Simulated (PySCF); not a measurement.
input.py for BeCl

Input:

```python
from pyscf import gto, scf

mol = gto.M(
    atom='Be 0 0 0; Cl 0 0 1.795',
    basis='pcseg-1',
    charge=0,
    spin=1,
    verbose=4,
)
mf = scf.UHF(mol)
mf = mf.sfx2c1e()
mf = mf.density_fit(auxbasis='def2-universal-jkfit')
mf.kernel()
mf.dip_moment()
print('orbital energies (hartree):', [e[max(0, n-3):n+3].round(4) for e, n in zip(mf.mo_energy, mol.nelec)])
```

```bash
$ python input.py
```

Output (some set-up lines and the per-cycle HOMO/LUMO lines with their warnings removed):

```
PySCF version 2.14.0

[INPUT] Symbol           X                Y                Z      unit          X                Y                Z       unit  Magmom
[INPUT]  1 Be     0.000000000000   0.000000000000   0.000000000000 AA    0.000000000000   0.000000000000   0.000000000000 Bohr   0.0
[INPUT]  2 Cl     0.000000000000   0.000000000000   1.795000000000 AA    0.000000000000   0.000000000000   3.392058393594 Bohr   0.0

nuclear repulsion = 20.046824703376
number of shells = 5
number of NR pGTOs = 61
number of NR cGTOs = 27
basis = pcseg-1
ecp = {}

******** <class 'pyscf.df.df_jk.DFsfX2C1eUHF'> ********
method = DFsfX2C1eUHF
initial guess = minao
damping factor = 0
level_shift factor = 0
DIIS = <class 'pyscf.scf.diis.CDIIS'>
SCF conv_tol = 1e-09
SCF max_cycles = 50
number electrons alpha = 11  beta = 10

******** <class 'pyscf.x2c.sfx2c1e.SpinFreeX2CHelper'> ********
approx = 1e
xuncontract = 1
******** <class 'pyscf.df.df.DF'> ********
auxbasis = def2-universal-jkfit
init E= -475.523271063959

cycle= 1 E= -475.339787658306  delta_E= 0.183  |g|= 0.167  |ddm|= 1.02
cycle= 2 E= -475.375260799181  delta_E= -0.0355  |g|= 0.0673  |ddm|= 0.433
cycle= 3 E= -475.380902273244  delta_E= -0.00564  |g|= 0.0268  |ddm|= 0.15
cycle= 4 E= -475.382659363438  delta_E= -0.00176  |g|= 0.00713  |ddm|= 0.126
cycle= 5 E= -475.382758365531  delta_E= -9.9e-05  |g|= 0.00282  |ddm|= 0.0255
cycle= 6 E= -475.382772672987  delta_E= -1.43e-05  |g|= 0.00108  |ddm|= 0.00834
cycle= 7 E= -475.382775202469  delta_E= -2.53e-06  |g|= 0.000222  |ddm|= 0.0041
cycle= 8 E= -475.382775319998  delta_E= -1.18e-07  |g|= 6.68e-05  |ddm|= 0.00104
cycle= 9 E= -475.382775331656  delta_E= -1.17e-08  |g|= 1.79e-05  |ddm|= 0.00028
cycle= 10 E= -475.382775332334  delta_E= -6.78e-10  |g|= 5.43e-06  |ddm|= 5.89e-05
Extra cycle  E= -475.382775332377  delta_E= -4.39e-11  |g|= 2.97e-06  |ddm|= 1.05e-05
converged SCF energy = -475.382775332377  <S^2> = 0.75201255  2S+1 = 2.0020115
Dipole moment(X, Y, Z, Debye): -0.00000, -0.00000, -1.47114
orbital energies (hartree): [array([-0.4754, -0.4754, -0.3389,  0.0572,  0.0572,  0.1533]), array([-0.5491, -0.4771, -0.4771,  0.027 ,  0.1056,  0.1056])]
```

In short: E(SCF) = -475.382775 Eh, 10 cycles, ⟨S²⟩ = 0.752, μz(SCF) = -1.47 D.

Wall time 0.93 s on one thread of a shared host.

This basis is contracted without relativity, so it recovers only part of the relativistic shift. The bond length is a typed value, not an optimised one. No search for the lowest solution was made.
